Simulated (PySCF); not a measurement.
```xyz
4
charge 1 multiplicity 5, angstrom
Ru    0.0000    0.0000   -0.1610
Cl    0.0000    0.0000    2.0146
Cl    2.1261    0.0000   -0.7726
Cl   -2.1261    0.0000   -0.7726
```

Level of theory: PySCF, UB3LYP, basis Ru def2-SVP with ECP28, Cl def2-SVP (scalar-relativistic core potentials, no spin–orbit coupling, density fitting).

This geometry of RuCl₃⁺ is a stationary point at this level.

Task: What is the point group?

Result: C2v.

Task: Is it a minimum?

Result: Yes: all harmonic wavenumbers are real.

Task: Which band is strongest in the infrared?

Result: 454 cm⁻¹ (b2), 45 km/mol.

Task: Give the atomic charges and bond orders.

Result: 
```csv
atom,Mulliken,Löwdin,polar tensor,spin (Mulliken),Mayer order to Ru1
Ru1,0.62,-0.30,1.34,2.81,–
Cl2,0.17,0.49,-0.04,0.40,1.50
"Cl3,4",0.10,0.40,-0.15,0.40,1.39
```

Only a few start shapes were tried, so a lower isomer may exist. With open d or f shells other occupations or spin states may lie lower.
